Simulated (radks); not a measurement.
Bi+, 82 electrons, occupied as [Kr] 4d10 4f14 5s1 5p6 5d10 6s2 6p3 (not the ground configuration). All-electron calculation, Dirac Kohn-Sham, PBE, spin-unpolarised, spherical densities, finite nucleus; open shells fill j = l - 1/2 first; Fermi nuclear charge, rms radius 5.5211 fm. Program: a radial shooting solver on a logarithmic mesh with Libxc functionals.

Normalised radial functions P(r) = r R(r) (large component), r in bohr:

r	5d5/2	6s1/2	6p1/2
0.0008181	0.0000	0.0333	0.0036
0.001109	0.0000	0.0413	0.0048
0.001503	0.0000	0.0505	0.0066
0.002053	0.0001	0.0612	0.0091
0.002782	0.0001	0.0722	0.0128
0.00377	0.0003	0.0825	0.0180
0.00511	0.0008	0.0901	0.0256
0.006925	0.0018	0.0915	0.0363
0.009386	0.0042	0.0821	0.0510
0.01272	0.0093	0.0566	0.0698
0.01724	0.0201	0.0115	0.0909
0.02355	0.0425	-0.0518	0.1094
0.03192	0.0831	-0.1134	0.1130
0.04326	0.1502	-0.1409	0.0861
0.05863	0.2430	-0.0943	0.0165
0.07945	0.3355	0.0348	-0.0835
0.1077	0.3595	0.1732	-0.1564
0.1459	0.2225	0.1746	-0.1174
0.1978	-0.1009	-0.0327	0.0540
0.2702	-0.4543	-0.2657	0.2191
0.3662	-0.4981	-0.1816	0.1506
0.4963	-0.0794	0.2048	-0.1436
0.6726	0.5687	0.4282	-0.3540
0.9116	0.9949	0.1273	-0.1925
1.235	0.9581	-0.4602	0.2571
1.674	0.6208	-0.8073	0.6410
2.269	0.2807	-0.7171	0.7215
3.1	0.0817	-0.3895	0.5215
4.201	0.0147	-0.1319	0.2542
5.694	0.0014	-0.0253	0.0790
7.717	0.0001	-0.0023	0.0135

5d5/2: eigenvalue -39.063 eV, 2 radial nodes at r = 0.182, 0.516 bohr, <r> = 1.21 bohr, 90 % of the charge inside 1.81 bohr. 6s1/2: eigenvalue -23.948 eV, 5 radial nodes at r = 0.0183, 0.0741, 0.191, 0.428, 0.977 bohr, <r> = 2.06 bohr, 90 % of the charge inside 2.97 bohr. 6p1/2: eigenvalue -14.422 eV, 4 radial nodes at r = 0.0619, 0.182, 0.434, 1.05 bohr, <r> = 2.46 bohr, 90 % of the charge inside 3.62 bohr.
